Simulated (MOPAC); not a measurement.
MOPAC input (PM6):

```
PM6 PRECISE GNORM=0.05 LET XYZ CHARGE=-1 GEO-OK AUX(PRECISION=9) THREADS=1
CH3Se

C    -1.55014401 1    0.01612694 1   -0.03329130 1
Se    0.44456922 1   -0.00462508 1    0.00954768 1
H    -1.92706299 1   -0.59608292 1   -0.85700175 1
H    -1.92491067 1    1.03442984 1   -0.16736923 1
H    -1.96251570 1   -0.37785583 1    0.89949748 1
```

**Question.** What heat of formation does the run end on?

**Answer.** -27.17 kcal/mol.
